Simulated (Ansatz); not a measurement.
`[OH][Al]([OH])[SiH3]` + `C=O` → `O=[CH][Al]([OH])[SiH3]` + H₂O  (formal exchange of groups at the Al–O bond)

Program: Ansatz. Geometries: PBE0-D4/def2-TZVP. ΔE: electronic, gas phase. CCSD(T)/CBS is the MP2 limit (def2-TZVPP, def2-QZVPP) plus CCSD(T) − MP2 in def2-TZVPP, frozen cores. This one scheme is used for every species. DFT in def2-TZVPP. HSE06 is defined as in plane-wave codes. One conformer a species, not always the lowest.

```json
{"level": "PBE0-D4", "ΔE (kcal/mol)": "36.2", "difference from CCSD(T)/CBS": "-1.3"}
{"level": "r2SCAN0-D4", "ΔE (kcal/mol)": "38.8", "difference from CCSD(T)/CBS": "1.3"}
{"level": "HSE06-D4", "ΔE (kcal/mol)": "36.1", "difference from CCSD(T)/CBS": "-1.4"}
{"level": "ωB97X-V", "ΔE (kcal/mol)": "37.9", "difference from CCSD(T)/CBS": "0.4"}
{"level": "PBE0", "ΔE (kcal/mol)": "36.7", "difference from CCSD(T)/CBS": "-0.8"}
{"level": "CAM-B3LYP", "ΔE (kcal/mol)": "39.5", "difference from CCSD(T)/CBS": "2.0"}
{"level": "CCSD/def2-SVP", "ΔE (kcal/mol)": "39.9", "difference from CCSD(T)/CBS": "2.4"}
{"level": "HF/def2-TZVPP", "ΔE (kcal/mol)": "41.6", "difference from CCSD(T)/CBS": "4.1"}
{"level": "HF/CBS(def2)", "ΔE (kcal/mol)": "41.7", "difference from CCSD(T)/CBS": "4.2"}
{"level": "CCSD/CBS(def2)", "ΔE (kcal/mol)": "38.1", "difference from CCSD(T)/CBS": "0.6"}
{"level": "CCSD(T)/CBS", "ΔE (kcal/mol)": "37.5", "difference from CCSD(T)/CBS": "0"}
```

Largest T1 diagnostic among the species: 0.016.

From BLYP to BHLYP (50 % exact exchange), in def2-TZVPP and without D4, ΔE moves by +2.8 kcal/mol. Leaving LDA and LC-ωPBE aside and taking each functional with its dispersion term where it has one, the values, not all of them listed here, spread over 5.0 kcal/mol, from revPBE-D4 to BHLYP-D4. At CCSD(T), def2-SVP lies +1.9 kcal/mol from the extrapolated value and def2-TZVPP +0.6 kcal/mol.
